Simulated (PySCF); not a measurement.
A GIAO shielding run with PySCF 2.14.0 with density-fitted response routines (density fitting, non-relativistic, gas phase) on `[C@@H]1(SC)C[Si@H]([SiH3])[SiH2]1`, C₃H₁₂SSi₃:

```
$ OMP_NUM_THREADS=1 python probes_run.py task.json out

{"job": {"kind": "nmr", "xc": "PBE0", "basis": "pcSseg-1"}, "charge": 0, "multiplicity": 1}
C     -3.319803     0.737097     0.310312
S     -2.071826     1.017532    -0.980792
C     -0.939028    -0.367152    -0.637444
C     -0.145624    -0.210815     0.669224
Si     1.599398    -0.820895     0.100426
Si     3.380690     0.400676     0.934773
Si     0.472657    -0.550213    -1.943147
H     -2.845096     0.770217     1.286969
H     -3.797559    -0.226242     0.149743
H     -4.049944     1.535081     0.224148
H     -1.566589    -1.260399    -0.607702
H     -0.106851     0.843645     0.950249
H     -0.603872    -0.742370     1.503580
H      1.716866    -2.249112     0.476085
H      3.541628     0.306651     2.388545
H      3.274143     1.825934     0.617124
H      4.627593    -0.083640     0.338858
H      0.153576    -1.600425    -2.918342
H      0.669838     0.683683    -2.705263
```

Hardware: 1 thread of an Arm Neoverse N1, shared host. The job also computes population analyses, field gradients, ring-centre shieldings.

Problem. How large is the calculation?

Solution. 88 electrons, 207 basis functions and 1169 auxiliary functions.

Problem. How long does it take, and how much memory does it need?

Solution. 73 s of wall time, with 14 SCF cycles and 5 response iterations; peak memory 0.94 GiB. Times on a shared host scatter by some tens of per cent.
